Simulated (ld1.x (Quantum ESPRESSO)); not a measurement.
# Hf (Z = 72): excitation energies, all-electron against TM

| Property | Result |
| --- | --- |
| Element | Hf |
| Generator | ld1.x (Quantum ESPRESSO) 7.5 |
| Type | norm-conserving Troullier–Martins (Kleinman–Bylander form) |
| Functional | PBEsol |
| Relativity | scalar-relativistic |
| Frozen core | [Xe] 4f14 |
| Valence charge | 4 |
| Reference configuration | 5d2.5 6s1.5 6p0 |
| Partial waves | 6p (bound, empty): rc 4.20 bohr; 5d (bound): rc 3.10 bohr; 6s (bound): rc 2.95 bohr |
| Local potential | the s channel |
| Core correction | none |

Energies are relative to the spin-unpolarised reference configuration 5d2.5 6s1.5 6p0; without spin polarisation the order of configurations can differ from experiment.

Q: Give the all-electron excitation energy and the error of the potential for: 5d2 6s2 6p0; 5d2 6s1 6p0; 5d2 6s0 6p0; 5d1 6s2 6p0; 5d3 6s1 6p0; 5d3 6s0 6p0; 5d2 6s1.5 6p0.

A:

```
valence configuration  charge  ΔE all-electron (eV)  error AE − PS (meV)
          5d2 6s2 6p0       0                -1.255                 +6.8
          5d2 6s1 6p0      +1                 6.753                 -9.0
          5d2 6s0 6p0      +2                20.916                 -7.1
          5d1 6s2 6p0      +1                 5.285                  +76
          5d3 6s1 6p0       0                 1.340                 +1.2
          5d3 6s0 6p0      +1                 8.751                  +18
        5d2 6s1.5 6p0    +0.5                 2.014                 +1.2
```

Levels in the configuration 5d3 6s1 6p0:

```tsv
level	all-electron (eV)	pseudo (eV)
5d	-2.000	-2.001
6s	-4.755	-4.745
```

ld1.x printed “convergence not achieved” for 4 of the counted tests; their residual had stalled under 1e-8, short of the target of 1e-14.
